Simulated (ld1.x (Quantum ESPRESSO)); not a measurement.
**carbon, ultrasoft: configuration errors across variants**

C, ultrasoft, made with ld1.x (Quantum ESPRESSO) 7.5 (LDA (PZ), scalar-relativistic). Core [He], reference 2s2 2p1 (charge +1). Waves: 2s (bound): rcut 0.70, rcutus 0.95 bohr; 2s channel at -1.05 Ry: rcut 0.70, rcutus 0.95 bohr; 2p (bound): rcut 1.10, rcutus 1.55 bohr; 2p channel at 0.7 Ry: rcut 1.10, rcutus 1.55 bohr; 3d channel at 0.5 Ry: rc 1.35 bohr. Local part: the d channel. Core correction: none. Augmentation charge: built from norm-conserving waves at rcut, not smoothed further.

All-electron excitation energies from the reference (eV): (1) 2s2 2p2 -10.988; (2) 2s2 2p0 24.259; (3) 2s1 2p0 72.229; (4) 2s2 2p2.3 -12.187; (5) 2s1 2p3 -2.746; (6) 2s2 2p1.5 -6.959; (7) 2s0 2p4 5.529; (8) 2s2 2p1 spin -0.397; (9) 2s2 2p2 spin -12.116.

Spin tests fill each open shell by Hund’s rule, majority spin first.

Errors AE − PS in meV (a dash: test not solved or not reliable):

| change | (1) | (2) | (3) | (4) | (5) | (6) | (7) | (8) | (9) | bound ghosts |
| --- | --- | --- | --- | --- | --- | --- | --- | --- | --- | --- |
| base | +11 | +63 | +225 | +14 | +59 | +4.6 | +157 | +64 | +149 | none |
| core correction a·sin(br)/r model core inside 0.40 bohr | +1.5 | +3.6 | +25 | +2.0 | +14 | +0.6 | +44 | +4.0 | +11 | none |
| core correction a·sin(br)/r model core inside 0.48 bohr | +1.6 | +4.3 | +28 | +2.1 | +15 | +0.7 | +48 | +5.0 | +13 | none |
| core correction a·sin(br)/r model core inside 0.56 bohr | +2.1 | +6.7 | +36 | +2.7 | +18 | +0.8 | +56 | +7.8 | +20 | none |
| core correction a·sin(br)/r model core inside 0.78 bohr | +6.1 | +31 | +106 | +7.8 | +39 | +2.4 | +110 | +32 | +77 | none |
| core correction a·sin(br)/r model core inside 0.84 bohr | +7.4 | +39 | +133 | +9.4 | +45 | +3.1 | +124 | +41 | +96 | none |
| core correction a·sin(br)/r model core inside 0.94 bohr | +9.4 | +50 | +171 | +12 | +52 | +3.8 | +141 | +51 | +120 | none |
| core correction a·sin(br)/r model core inside 1.06 bohr | +11 | +58 | +201 | +13 | +57 | +4.3 | +151 | +59 | +137 | none |
| core correction a·sin(br)/r model core inside 1.12 bohr | +11 | +59 | +209 | +14 | +58 | +4.4 | +153 | +60 | +141 | none |

Problem. Give the same row for: core correction a·sin(br)/r model core inside 0.68 bohr.

Solution. +4.0, +17, +66, +5.1, +29, +1.6, +82, +19, +46; bound ghosts: none.
